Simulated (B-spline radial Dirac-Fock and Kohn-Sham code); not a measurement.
## Mg 1s: cross section and angular parameters

System: the Mg atom, configuration 1s2 2s2 2p6 3s2; threshold 1303.0 eV (tabulated edge). Calculated with a radial atomic solver, using Dirac-Hartree-Slater photoionisation with a Latter tail; cross sections with all multipoles, angular parameters from the dipole term and its interference with E2.

For linearly polarised light dσ/dΩ = σ/(4π) [1 + β P₂(cos θ) + (δ + γ cos²θ) sin θ cos φ], with θ from the polarisation vector and φ the angle between the beam and the projection of the electron momentum on the plane normal to the polarisation.

```
hν (eV)  σ (kb)      β      γ
 1486.9     156  2.000  0.072
   2320    49.9  2.000  0.559
   2440       ?      ?      ?
   4190    9.87  2.000  1.120
   6000    3.52  2.000  1.494
   6300    3.05  2.000  1.548
   7470    1.85  2.000  1.743
 8047.8    1.48  2.000  1.831
  12800   0.365  2.000  2.447
  15000   0.224  1.999  2.684
```

Q: Give the values at 2440 eV.

A: σ = 43.7 kb, β = 2.000, γ = 0.606. For an s subshell δ is negligible.
